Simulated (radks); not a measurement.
Problem. The table gives one normalised radial function P(r) = r R(r) of Tm+ in [Xe] 4f13 6s1 (r in bohr). Calculated with a radial shooting solver on a logarithmic mesh with Libxc functionals: scalar-relativistic Kohn-Sham, PBEsol, spin-polarised, spherical densities, point nucleus; open shells are filled with parallel spins first (spin-orbit coupling, left out, can overturn this in heavy ions).

r,P
0.003371,0.1205
0.003924,0.1311
0.004568,0.1415
0.005318,0.1511
0.006192,0.1593
0.007266,0.1656
0.008459,0.1682
0.009847,0.1663
0.01146,0.1587
0.01335,0.1440
0.01554,0.1207
0.01823,0.0860
0.02123,0.0429
0.02471,-0.0095
0.02877,-0.0691
0.03349,-0.1317
0.0393,-0.1940
0.04575,-0.2405
0.05326,-0.2642
0.062,-0.2547
0.07218,-0.2039
0.08403,-0.1098
0.09861,0.0276
0.1148,0.1738
0.1336,0.3031
0.1556,0.3773
0.1811,0.3619
0.2109,0.2403
0.2474,0.0135
0.2881,-0.2433
0.3354,-0.4623
0.3904,-0.5632
0.4545,-0.4935
0.5334,-0.2351
0.6209,0.1291
0.7228,0.5177
0.8415,0.8384
0.9796,1.0258
1.14,1.0576
1.338,0.9457
1.558,0.7530
1.814,0.5349
2.112,0.3382
2.458,0.1892
2.862,0.0927
3.358,0.0373
3.91,0.0132
4.551,0.0038
5.299,0.0009
6.168,0.0002
7.181,0.0000
8.427,0.0000
9.81,0.0000
11.42,0.0000

Which n and l does it have? It may be an empty orbital.

Solution. n = 5, l = 0: the number of nodes gives n - l - 1 = 4, the rise at small r (about r^(l+1), flatter next to the nucleus through relativity) gives l, and the extent must fit the shell. The curve is that of 5s up; the table hardly tells the two spins apart. 5s up: eigenvalue -60.350 eV, 4 radial nodes at r = 0.0241, 0.0957, 0.249, 0.590 bohr, <r> = 1.23 bohr, 90 % of the charge inside 1.78 bohr.
